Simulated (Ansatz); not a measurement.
The cluster Au₅Se₂⁺: single points at one geometry.

```yaml
crystal:
  periodic: [false, false, false]
  atoms:
    - {symbol: Au, position_ang: [-1.845017, -2.914699, -0.941005]}
    - {symbol: Au, position_ang: [-0.012905, 0.043185, -0.558692]}
    - {symbol: Au, position_ang: [-0.512857, 2.543864, 1.919376]}
    - {symbol: Au, position_ang: [0.593796, -2.804160, 1.483223]}
    - {symbol: Au, position_ang: [1.808934, 3.029671, -0.574625]}
    - {symbol: Se, position_ang: [-0.507467, 2.435679, -0.469701]}
    - {symbol: Se, position_ang: [0.475517, -2.333549, -0.858565]}
basis:
  gaussian: {orbitals: def2-TZVP, initial_orbitals: start.molden}
total_charge: 1
hamiltonian: {xc: pbe0, dispersion: d4}
scf: {omitted_lower_state_checks: [starts]}
output: {orbitals: {seedname: orbitals}}
```

The file start.molden holds the orbitals of an earlier run on this structure, at another level or in another basis.

```sh
$ ansatz run in.yaml --threads 4 --pin off --events-out ev --progress --plain --max-ram 4787MiB
```

Shortened log:

```
Functional definition: PBE0
2879 factors; their error is unknown
mean field evaluation 1: about -149147.9173 eV, gradient 1.6e2 eV
mean field evaluation 2: about -149149.1041 eV, gradient 3.3e0 eV
mean field evaluation 4: about -149150.1370 eV, gradient 5.3e-1 eV
mean field evaluation 8: about -149150.1372 eV, gradient 2.6e-5 eV
mean field -149150.13723048 eV, -5481.1664456260 hartree, gradient 2.6e-5 eV, S^2 0.000000; 0 other end points of the search recorded, 0 dependent functions left out
reference -149150.13728108 eV, -5481.1664474857 hartree; 81, 81 occupied and 215, 215 virtual orbitals, 2879 factors
Total energy: -149150.62849825 eV, -5481.1844993837 hartree
Checks for a lower state left out: starts
```

Hardware: 4 threads of Arm Neoverse V2 on a shared host. Wall time 24 s, peak host memory 1.8 GiB.

First input, but with `hamiltonian: {xc: pbe, dispersion: d4}`, `output: {forces: true, orbitals: {seedname: orbitals}}` (abridged; 13 s):

```
Functional definition: PBE
mean field -149152.54457324 eV, -5481.2549138407 hartree, gradient 1.1e-5 eV, S^2 0.000000
Total energy: -149153.10451055 eV, -5481.2754911572 hartree
Atom 0 force     0.203006     0.056583     0.020160 eV/Å
Atom 1 force    -0.000094    -0.004399     0.034365 eV/Å
Atom 2 force     0.017252    -0.017629    -0.196729 eV/Å
Atom 3 force    -0.026227     0.047376    -0.190494 eV/Å
Atom 4 force    -0.202262    -0.059303     0.021333 eV/Å
Atom 5 force     0.200985    -0.037908     0.148853 eV/Å
Atom 6 force    -0.192661     0.015279     0.162511 eV/Å
Dipole moment:     0.009925    -0.032278     0.419995 e Å
Checks for a lower state left out: starts
```

The first input with `hamiltonian: {xc: r2scan, dispersion: d4}` (abridged; 21 s):

```
Functional definition: r2SCAN
mean field -149173.65506593 eV, -5482.0307101379 hartree, gradient 8.8e-5 eV, S^2 0.000000
Total energy: -149173.77478572 eV, -5482.0351097589 hartree
Checks for a lower state left out: starts
```

First input, but with `hamiltonian: {xc: {name: r2SCAN0}, dispersion: d4}` (abridged; 33 s):

```
Functional definition: r2SCAN0
mean field -149164.84719591 eV, -5481.7070268850 hartree, gradient 2.2e-5 eV, S^2 0.000000
Total energy: -149165.00683024 eV, -5481.7128933384 hartree
Checks for a lower state left out: starts
```

First input, but with `gaussian: {orbitals: def2-SVP, initial_orbitals: start.molden}` (abridged; 12 s):

```
Functional definition: PBE0
mean field -149132.96641280 eV, -5480.5354297151 hartree, gradient 1.4e-5 eV, S^2 0.000000
Total energy: -149133.45767981 eV, -5480.5534834446 hartree
Checks for a lower state left out: starts
```

As the first input, with `hamiltonian: {xc: hse06, dispersion: d4}` (abridged; 24 s):

```
Functional definition: HSE06
mean field -149150.29148313 eV, -5481.1721143064 hartree, gradient 2.4e-5 eV, S^2 0.000000
Total energy: -149150.77223124 eV, -5481.1897814737 hartree
Checks for a lower state left out: starts
```

The first input with `correlation: {method: mp2}` and without the key `hamiltonian` (abridged; 26 s):

```
Functional definition: HF
mean field -148945.34222622 eV, -5473.6403680346 hartree, gradient 2.3e-6 eV, S^2 0.000000
18 core orbitals not correlated: weight in the atoms' cores, before any rotation towards them, 1.000 or more for the frozen orbitals, at most 0.000 for the correlated occupied ones
second order -72.36662505 eV of doubles, -0.00000000 eV of singles
Total energy: -149017.70885128 eV, -5476.2997924535 hartree
Checks for a lower state left out: starts
```

Geometry: PBE0-D4/def2-SVP.

In the def2 sets Au takes a core potential; there is no spin–orbit coupling. HSE06 is defined as in plane-wave codes, on full-range PBE exchange. Correlated methods freeze 18 core orbitals; core or outer-core shells of Au, Se are correlated, in sets that lack core-valence functions. Another isomer (singlet) lies 0.02 eV lower at PBE0-D4/def2-TZVP; other spin states weren't run for this one.
